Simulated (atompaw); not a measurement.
**Xe (Z = 54): one change to a PAW (atompaw) potential, before and after**

atompaw 4.2.0.5 input, output lines left out:

```
Xe 54
GGA-PBE scalarrelativistic loggrid 1500 logderivrange -3 5 201
5 5 4 0 0 0
0 0 0
c
c
c
c
v
c
c
c
v
c
c
1
1.65 1.30 1.50 1.65
y
1
n
y
1.2
n
custom polynom2 7 10 vanderbiltortho sinc
bessel
1.65
1.65
1.65
1.65
```

All-electron outer shells of the reference configuration (PBE, scalar-relativistic, ld1.x):

```
shell  level (eV)  outermost node (bohr)  outermost maximum (bohr)
   4p     -141.27                   0.36                      0.69
   4d      -59.38                   0.34                      0.75
   5s      -19.74                   0.85                      1.63
   5p       -8.23                   0.92                      1.91
```

Change: all radii scaled by about 1.25 (s 2.06, p 2.06 bohr); local potential bessel scheme, radius 1.88 bohr; augmentation sinc compensation charge, radius 1.62 bohr; PAW radius 2.06 bohr; waves and projectors: custom polynom2 7 10 vanderbiltortho; core correction smooth core density matched at 2.06 bohr.

Cutoffs: the cutoffs (Ry, on a coarse ladder) from which the occupation-weighted sum of valence levels, in a spherical-Bessel basis at the reference potential, stays within 10 and 1 mRy of its value at 400 Ry; they do not see the model core or the augmentation charge, which bear on the density cutoff.

Question: What does the change do?

Answer: The potential gets softer (21 Ry and 30 Ry → 10 Ry and 18 Ry); the bound ghost in d disappears. A larger radius leaves more room for a smooth pseudo-wave, so fewer plane waves are needed.

```csv
quantity,base,changed
"cutoff, loose",21 Ry,10 Ry
"cutoff, tight",30 Ry,18 Ry
loose cutoff by channel (10 mRy a level),"s 15 Ry, p 6 Ry","s 6 Ry, p 6 Ry"
bound ghosts,d,none
lowest overlap eigenvalue by channel,"s 0.13, p 0.27","s 0.17, p 0.37"
```

 A true bound ghost makes a file unfit for plane-wave use even where its test errors are small: the radial tests pick states by their node count and pass the ghost by. The cutoffs see the waves, projectors and local potential, not the compensation charge or the core.
